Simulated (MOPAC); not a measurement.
MOPAC input (AM1):

```
AM1 PRECISE GNORM=0.05 LET XYZ UHF MS=0.5 GEO-OK AUX(PRECISION=9) THREADS=1
BeF

Be   -0.00000000 1   -0.00000000 1   -0.95051621 1
F     0.00000000 1    0.00000000 1    0.42245165 1
```

From the last part of the output:

```
                                                       MOPAC v23.2.5 Linux

          FINAL HEAT OF FORMATION =        -43.01101 KCAL/MOL =    -179.95805 KJ/MOL

          COSMO AREA              =         66.89 SQUARE ANGSTROMS
          COSMO VOLUME            =         50.30 CUBIC ANGSTROMS

          GRADIENT NORM           =          0.00134          =       0.00095 PER ATOM
          IONIZATION POTENTIAL    =          9.141869 EV
          ALPHA SOMO LUMO (EV)    =         -9.142  2.901
          BETA  SOMO LUMO (EV)    =        -13.662 -1.282
          NO. OF ALPHA ELECTRONS  =          5
          NO. OF BETA  ELECTRONS  =          4
          MOLECULAR WEIGHT        =         28.0106         POINT GROUP:  C*v

          MOLECULAR DIMENSIONS (Angstroms)

            Atom       Atom       Distance
            F     2   Be     1     1.34912
            F     2   Be     1     0.00000
           Be     1    F     2     0.00000

          SCF CALCULATIONS        =          6

   ATOM   CHEMICAL          X               Y               Z
  NUMBER   SYMBOL      (ANGSTROMS)     (ANGSTROMS)     (ANGSTROMS)

     1      Be          0.00000000  *   0.00000000  *  -0.93859014  *
     2       F          0.00000000  *   0.00000000  *   0.41052558  *

                             CARTESIAN COORDINATES

   1   Be        0.000000000     0.000000000    -0.938590139
   2    F        0.000000000     0.000000000     0.410525579

           Empirical Formula: Be F  =     2 atoms

      MOLECULAR POINT GROUP   :   C*v

          ALPHA EIGENVALUES
 -47.53456 -13.90836 -13.89637 -13.89637  -9.14187   2.90116   2.90116   5.60730

           BETA EIGENVALUES
 -47.39975 -13.79274 -13.79274 -13.66166  -1.28215   2.64309   2.64309   4.91181

              NET ATOMIC CHARGES AND DIPOLE CONTRIBUTIONS

  ATOM NO.   TYPE          CHARGE      No. of ELECS.   s-Pop       p-Pop
    1         Be           0.370067        1.6299     0.94215     0.68778
    2          F          -0.370067        7.3701     1.80748     5.56258
 DIPOLE           X         Y         Z       TOTAL
 POINT-CHG.     0.000    -0.000    -2.398     2.398
 HYBRID        -0.000    -0.000     2.071     2.071
 SUM           -0.000    -0.000    -0.327     0.327

          ATOMIC ORBITAL ELECTRON POPULATIONS

     Atom    s        px        py        pz
    1 Be   0.94215   0.17707   0.17707   0.33364
    2  F   1.80748   1.82293   1.82293   1.91672

                    (SZ)    =    0.500000
                    (S**2)  =    0.751791

          ATOMIC ORBITAL SPIN POPULATIONS

    Atom   Total    s     px     py     pz
         Atomic
    1 Be  0.9431  0.791 -0.008 -0.008  0.168
    2  F  0.0569  0.007  0.008  0.008  0.034

 **********************
 *                    *
 * JOB ENDED NORMALLY *
 *                    *
 **********************

 == MOPAC DONE ==
```
